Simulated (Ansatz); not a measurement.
Gas-phase electronic energies from Ansatz, PBE0-D4/def2-TZVP geometries. CCSD(T)/CBS adds triple-zeta CCSD(T) − MP2 to the extrapolated MP2 energy (def2 sets, frozen cores). For Ge, Se outer-core shells are correlated without core-valence functions, which leaves a few kJ/mol of doubt a bond. Scalar relativity is left out up to krypton. One conformer a species, not always the lowest.

`[SiH3]/C=C1\C[Se]1` + `[OH][GeH2][F]` → `[F][GeH2][O][SiH3]` + `C=C1C[Se]1`  (ligand exchange at the Si–C bond)

`[SiH3]/C=C1\C[Se]1`:

Z-matrix (Å, degrees):
```
Si
C 1 1.856
H 1 1.488 2 110.9
H 1 1.488 2 110.9 3 119.6
H 1 1.486 2 108.9 3 -120.2
C 2 1.322 1 121.1 3 119.9
H 2 1.086 1 120.4 3 -60.1
Se 6 1.889 2 143.2 1 180.0
C 6 1.444 2 145.0 1 0.0
H 9 1.085 6 118.9 2 75.1
H 9 1.085 6 118.9 2 -75.2
```

`[OH][GeH2][F]`:

```xyz
6

O    -1.187    0.600    0.357
Ge    0.261   -0.138   -0.320
F     1.631    0.513    0.530
H    -1.360    0.343    1.266
H     0.312   -1.650   -0.063
H     0.343    0.332   -1.770
```

`[F][GeH2][O][SiH3]`:

Z-matrix (Å, degrees):
```
Ge
O 1 1.752
F 1 1.735 2 106.4
H 1 1.532 2 110.5 3 -115.0
H 1 1.527 2 107.7 3 115.2
Si 2 1.642 1 135.5 3 55.0
H 6 1.489 2 110.4 1 32.0
H 6 1.484 2 107.8 1 151.5
H 6 1.484 2 110.6 1 -88.7
```

`C=C1C[Se]1`:

Cartesian coordinates in Å:
```
C 0.568 1.226 -0.438
C -0.062 0.242 0.168
C -0.356 -1.170 0.146
Se -1.163 -0.149 1.650
H 0.535 2.240 -0.064
H 1.142 1.029 -1.338
H -1.078 -1.546 -0.573
H 0.414 -1.873 0.449
```

```tsv
level	ΔE (kJ/mol)
HF/def2-TZVPP	-112.8
CCSD/def2-TZVPP	-93.2
MP2/CBS(def2)	-86.3
CCSD/CBS(def2)	-92.9
```

Question: What does CCSD(T)/CBS give? (Estimate.)

Answer: The calculation gave: -88.6 kJ/mol. The listed levels differ from it by -24.2, -4.6, 2.3, -4.3 kJ/mol.

Largest T1 diagnostic among the species: 0.012.

From PBE to PBE0 (25 % exact exchange), in def2-TZVPP and without D4, ΔE moves by −6.9 kJ/mol. In def2-TZVPP, CCSD(T) changes the Hartree–Fock value by +23.9 kJ/mol (the triples alone add +4.3 kJ/mol) and MP2 by +26.2 kJ/mol.
